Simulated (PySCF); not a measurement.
# Tl⁶³⁺ (thallium, charge +63): Hartree-Fock from Schrödinger to Dirac-Coulomb-Breit

Occupied: 1s1/2, 2s1/2, 2p1/2, 2p3/2, 3s1/2, 3p1/2, 3p3/2. Hartree-Fock calculated with PySCF 2.14 in an uncontracted even-tempered set (16 s from 9.1 bohr⁻², ratio 2.7; 14 p from 11 bohr⁻², ratio 2.7), Gaussian nucleus throughout. NR is non-relativistic, sf-X2C the spin-free one-electron X2C Hamiltonian, X2C adds the bare one-electron spin-orbit term, X2C-SNSO screens it by Boettger's factors, DC is four-component Dirac-Coulomb, and the Gaunt and Breit terms are added at first order (total energies over the DC spinors, levels after relaxing the spinors in that mean field). QED terms are absent. Levels marked empty are virtual spinors of this ion; the basis has s and p functions only, so 3d, which can lie below the n = 4 levels, is absent.

```json
{"Hamiltonian": "NR", "E (hartree)": "-14634.2658", "E − E(DC) (hartree)": "1266.0878", "CPU seconds": "0.46"}
{"Hamiltonian": "sf-X2C", "E (hartree)": "-15858.0537", "E − E(DC) (hartree)": "42.2999", "CPU seconds": "0.34"}
{"Hamiltonian": "X2C", "E (hartree)": "-15893.6854", "E − E(DC) (hartree)": "6.6682", "CPU seconds": "0.34"}
{"Hamiltonian": "X2C-SNSO", "E (hartree)": "-15891.7791", "E − E(DC) (hartree)": "8.5745", "CPU seconds": "0.33"}
{"Hamiltonian": "DC", "E (hartree)": "-15900.3536", "E − E(DC) (hartree)": "0.0000", "CPU seconds": "17"}
{"Hamiltonian": "DC+Gaunt", "E (hartree)": "-15877.6831", "E − E(DC) (hartree)": "22.6705", "CPU seconds": "28"}
{"Hamiltonian": "DC+Breit", "E (hartree)": "-15879.8626", "E − E(DC) (hartree)": "20.4910", "CPU seconds": "79"}
```

Give the 3p spin-orbit interval with each Hamiltonian that has one.

X2C 564.0; X2C-SNSO 548.2; DC 548.4; DC+Gaunt 543.1; DC+Breit 543.1 (eV).

```
   level (eV)        NR    sf-X2C       X2C  X2C-SNSO        DC  DC+Gaunt  DC+Breit
        1s1/2  -82468.4  -90993.0  -90957.7  -90959.6  -91081.8  -90741.0  -90766.4
        2s1/2  -17883.7  -20296.5  -20286.1  -20286.7  -20304.9  -20265.4  -20268.6
        2p1/2  -17418.1  -18165.2  -19731.0  -19683.5  -19695.9  -19632.1  -19638.0
        2p3/2  -17418.1  -18165.2  -17564.2  -17578.2  -17591.7  -17550.0  -17556.0
        3s1/2   -7210.8   -7943.9   -7940.7   -7940.9   -7945.4   -7935.8   -7936.9
        3p1/2   -7013.2   -7303.8   -7708.9   -7696.8   -7700.1   -7684.2   -7686.1
        3p3/2   -7013.2   -7303.8   -7144.9   -7148.6   -7151.7   -7141.1   -7143.1
4s1/2 (empty)   -3757.3   -4037.0   -4036.2   -4036.2   -4037.8   -4034.1   -4034.7
4p1/2 (empty)   -3678.5   -3804.3   -3953.0   -3948.5   -3949.8   -3943.8   -3944.7
4p3/2 (empty)   -3678.5   -3804.3   -3746.1   -3747.5   -3748.5   -3744.6   -3745.4
```

Weight of the small component: 1s1/2 0.0952, 2s1/2 0.0223, 2p1/2 0.0223, 2p3/2 0.0198, 3s1/2 0.00849, 3p1/2 0.00838, 3p3/2 0.00771, 4s1/2 0.00395, 4p1/2 0.00403, 4p3/2 0.00371.

Koopmans' value for the highest occupied level at DC+Breit: 7143.1 eV, against an ionisation energy of 7146 ± 19 eV (theoretical estimate listed by NIST; NIST Atomic Spectra Database, ionization energies); the former lacks relaxation, correlation, QED and recoil.

The whole ladder took 130 s of wall time on 1 thread of Neoverse-N1 (shared host), launched as `OMP_NUM_THREADS=1 python relrun2.py TASK.json OUT` (a driver that calls PySCF for each Hamiltonian).

Dirac-Coulomb iterations, started from the X2C spinors:

```
with_ssss True, with_gaunt False, with_breit False
light speed = 137.03599967994
init E= -15775.1212750623
cycle= 1 E= -15900.3491722615  delta_E= -125  |g|= 4.57  |ddm|= 0.261
cycle= 2 E= -15900.3535956408  delta_E= -0.00442  |g|= 0.0717  |ddm|= 0.0199
cycle= 3 E= -15900.3536018901  delta_E= -6.25e-06  |g|= 0.00243  |ddm|= 0.00115
cycle= 4 E= -15900.3536018983  delta_E= -8.21e-09  |g|= 1.37e-05  |ddm|= 3.82e-05
```
